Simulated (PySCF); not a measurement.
# Correlation energy of I³⁺ (iodine, charge +3)

Starting occupation: [Kr] 4d10 5s2 5p2, 5p3/2 with m_j = +1/2, +3/2. All numbers are calculated (PySCF 2.14, X2C-1e with screened-nucleus spin-orbit coupling, Gaussian nucleus, in x2c-SVPall-2c with one added diffuse shell each of s, p type (7s9p4d, 54 functions)). Frozen: [Ar] 3d10; 22 electrons correlated; the 6 highest virtual spinors left out.

MP2 pair energies summed by pair of shells (mhartree):

| pair | energy | share (%) |
| --- | --- | --- |
| 5p-5s | -21.45 | 23.9 |
| 4d-4p | -17.52 | 19.6 |
| 4d-4d | -11.96 | 13.4 |
| 5s-5s | -10.02 | 11.2 |
| 4p-4p | -10.00 | 11.2 |
| 4d-5p | -4.75 | 5.3 |
| 4d-5s | -4.14 | 4.6 |
| 5p-5p | -3.37 | 3.8 |
| 4d-4s | -1.82 | 2.0 |
| 4p-5p | -1.65 | 1.8 |
| 4p-5s | -1.18 | 1.3 |
| 4p-4s | -0.96 | 1.1 |
| 4s-4s | -0.42 | 0.5 |
| 4s-5s | -0.25 | 0.3 |
| 4s-5p | -0.10 | 0.1 |

Total MP2 correlation energy: -89.60 mhartree.

The GHF reference relaxed away from the jj start to a determinant that is no pure jj level (⟨S²⟩ = 1.59, ⟨J²⟩ = 6.01); the energies belong to that determinant.

This basis was not built for core-valence correlation, so the inner-shell part is incomplete.
